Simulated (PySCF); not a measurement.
Work out the structure from these simulated measurements.

Formula: C3H5NSi2.

| Property | Result |
| --- | --- |
| 13C NMR | chemical shifts (computed TMS as zero) by class: 122.0 (1 C), 108.8 (1 C), 81.1 (1 C) ppm [GIAO PBE0/pcSseg-1] |
| NMR, other nuclei | isotropic shieldings of nuclei other than C and H, by class: -99 (1 N), 442 (1 Si), 460 (1 Si) ppm [GIAO PBE0/pcSseg-1] |
| Dipole | 4.04 D [PBE0/def2-SVPD] |
| Rotational structure | rotational constants A, B, C: 2.146, 1.882, 1.112 GHz [GFN2-xTB] |
| Polarisability | 91.9 au [PBE0/def2-SVPD] |
| 1H NMR | chemical shifts (computed TMS as zero) by class: 4.92 (1 H), 3.68 (3 H), 2.18 (1 H) ppm [GIAO PBE0/pcSseg-1] |
| UV, first state | lowest singlet excitation: 5.93 eV (209 nm, f = 0.003) [TDDFT PBE0/def2-SVPD] |
| Triplet | lowest triplet excitation (Tamm–Dancoff): 4.88 eV [TDA PBE0/def2-SVPD] |

Gas-phase values; electronic properties from PySCF, density fitting. Levels stand in brackets. Isolated species at its GFN2-xTB geometry, gas phase. NMR values are class means; diastereotopic atoms form classes of their own.

Problem. Give a SMILES that accounts for the data.

Solution. Numbering: `[CH:1]#[C:2][Si@H:3]([SiH3:4])[C:5]#[N:6]`. Its formula, C3H5NSi2, gives 4 degrees of unsaturation: 0 rings and 4 π bonds in the structure found. 3 carbons fall into 3 classes; from least to most shielded: cyano carbon [C5] (122.0 ppm), terminal alkyne carbon [C1] (108.8 ppm), alkyne carbon [C2] (81.1 ppm). Hydrogen classes from least to most shielded: 1 H on an SiH silicon, Si3 (4.92 ppm), 3 H on an SiH3 silicon, Si4 (3.68 ppm), 1 H on a terminal alkyne carbon, C1 (2.18 ppm). The other shieldings belong to: -99 ppm, cyano nitrogen [N6]; 442 ppm, SiH silicon [Si3]; 460 ppm, SiH3 silicon [Si4]. The optimised geometry has point group C1 and is an asymmetric top. Structure: `C#C[Si@H]([SiH3])C#N`. The assignments are read from this structure; whether some other isomer fits the data as well wasn't checked. The mirror image fits equally.
